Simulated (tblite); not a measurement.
Compound: C9H7OP.
SMILES with atom numbers: `[cH:1]1[cH:2][cH:3][c:4](-[c:5]2[cH:6][o:7][cH:8][p:9]2)[cH:10][cH:11]1` (hydrogens: H12 on C1; H13 on C2; H14 on C3; H15 on C6; H16 on C8; H17 on C10; H18 on C11)

Cartesian coordinates in Å at the GFN2-xTB level; atoms count from 1:
```
atom  x, y, z in Å
C1    -2.8950    0.2770   -0.4224
C2    -2.3751   -0.4040    0.6659
C3    -1.0079   -0.5273    0.8252
C4    -0.1349    0.0321   -0.1074
C5     1.3104   -0.0924    0.0297
C6     1.9877   -0.4037    1.1740
O7     3.3131   -0.4693    1.0676
C8     3.7093   -0.2135   -0.1837
P9     2.4734    0.1316   -1.3090
C10   -0.6702    0.7122   -1.1999
C11   -2.0369    0.8349   -1.3558
H12   -3.9641    0.3682   -0.5436
H13   -3.0401   -0.8464    1.3934
H14   -0.6143   -1.0742    1.6686
H15    1.5971   -0.5821    2.1600
H16    4.7721   -0.2507   -0.3473
H17    0.0029    1.1476   -1.9270
H18   -2.4363    1.3666   -2.2068
```

Computed values, GFN2-xTB/tblite, gas phase, harmonic and unscaled. This tight-binding method is rough: wavenumbers can miss measured ones by several per cent, in bad cases by 10 to 20. One conformer, not necessarily the lowest.

Harmonic wavenumbers (cm⁻¹): 32.6, 95.8, 135.2, 251.2, 308.7, 363.9, 368.1, 428.8, 512.8, 558.8, 588.5, 594.4, 662.4, 702.3, 712.4, 750.9, 756.7, 765.1, 869.0, 895.1, 925.2, 929.0, 930.3, 954.2, 1020.0, 1064.5, 1085.7, 1120.7, 1180.0, 1181.5, 1201.4, 1206.3, 1266.7, 1283.3, 1293.1, 1322.4, 1430.7, 1462.0, 1521.3, 1580.6, 1597.0, 3054.2, 3074.4, 3080.7, 3089.6, 3095.1, 3120.3, 3127.5.

A = 2751, B = 602.2, C = 498.9 MHz; mass 162.023 u (most abundant isotopes); point group C1, symmetry number 1.

Problem. What is the zero-point energy?

Solution. Half the sum of the wavenumbers: 28775 cm⁻¹ = 344.23 kJ/mol.

Problem. Entropy at 500 K, 1 bar (ideal gas, RRHO, classical rotation)?

Solution. Translation 183.05, rotation 133.40, vibration 181.84: S = 498.3 J/(mol K).

Problem. And Cp and H(500 K) − H(0)?

Solution. Cp = 239.19 J/(mol K), of which vibrations give 205.93 (their classical limit is 48 R = 399.1); H(500 K) − H(0) = 66.05 kJ/mol without the zero-point energy, 49.42 from vibrations.

Problem. Blend soft modes into free rotors: weight 1/[1 + (100 cm⁻¹/ν̃)⁴] for the oscillator and the rest for a rotor with moment μB/(μ + B), μ = h/(8π²ν), B = 10⁻⁴⁴ kg m². What vibrational entropy results?

Solution. 169.33 J/(mol K) in place of 181.84, which changes −T·S at 500 K by +6.26 kJ/mol.

Problem. What must be added to the electronic energy to get the Gibbs energy at 500 K and 1 bar?

Solution. ZPE + [H(500 K) − H(0)] − T·S = 344.23 + 66.05 − 249.15 = 161.13 kJ/mol.

Problem. How do the functions run with temperature in this model?

Solution. 
| T (K) | S (J/(mol K)) | Cp (J/(mol K)) | H − H(0) (kJ/mol) | G − H(0) (kJ/mol) | ln q(vib) |
| --- | --- | --- | --- | --- | --- |
| 100 | 290.3 | 63.7 | 4.83 | -24.20 | 1.48 |
| 200 | 346.2 | 104.9 | 13.14 | -56.11 | 3.34 |
| 300 | 398.1 | 154.7 | 26.10 | -93.33 | 5.40 |
| 800 | 628.3 | 311.6 | 149.89 | -352.76 | 17.09 |
| 1000 | 701.1 | 340.0 | 215.22 | -485.87 | 21.60 |

q(vib) and H(0) count from the zero-point level.

Hindered rotation and anharmonicity are outside this model. Other conformers, if any are populated, would add a mixing term that is left out. The structure is chiral; the term R ln 2 for an equal mix with its mirror image is left out.
